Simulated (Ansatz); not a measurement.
Basis sets compared for Si(OMe)2 (C2H6O2Si). The state is a singlet with charge 0. Geometry PBE0-D4/def2-SVP. Ansatz on 2 threads of Intel Xeon Platinum 8259CL on a shared host; times are rough, and most runs start from earlier orbitals.

```xyz
11

C     0.715   -1.365    2.111
C    -0.809    1.315   -2.109
O     0.026   -0.822    1.019
O    -0.704    0.462   -1.003
Si    0.631    0.334   -0.016
H     0.792   -2.459    1.999
H     0.164   -1.158    3.043
H     1.738   -0.958    2.220
H     0.101    1.922   -2.272
H    -1.659    2.004   -1.972
H    -0.996    0.726   -3.021
```

Another isomer (singlet) lies 0.48 eV lower at PBE0-D4/def2-TZVP; other spin states weren't run for this one.

Binding counts from free atoms (C triplet, O triplet, Si triplet, H doublet) in the same basis, without a counterpoise term.

| level | functions | energy (Eh) | HOMO (eV) | LUMO (eV) | binding per atom (eV) | wall time |
| --- | --- | --- | --- | --- | --- | --- |
| HF/STO-3G | 35 | -511.6054 | -6.12 | 7.29 | 3.30 | 0.25 s |
| PBE-D4/def2-SVP | 104 | -519.1123 | -5.49 | -1.73 | 4.12 | 1.6 s |
| PBE0-D4/def2-SVP | 104 | -519.1490 | -6.73 | -0.94 | 4.02 | 2 s |

(1) Estimate the rows for HF/def2-TZVP, PBE-D4/def2-TZVP (with forces), PBE0-D4/def2-TZVP.

Answers

(1) 
```csv
level,functions,energy (Eh),HOMO (eV),LUMO (eV),binding per atom (eV),wall time
HF/def2-TZVP,197,-518.0299,-9.48,1.87,2.88,2.3 s
PBE-D4/def2-TZVP (with forces),197,-519.4914,-5.62,-1.93,4.11,3.4 s
PBE0-D4/def2-TZVP,197,-519.5249,-6.80,-1.14,4.01,3.7 s
```
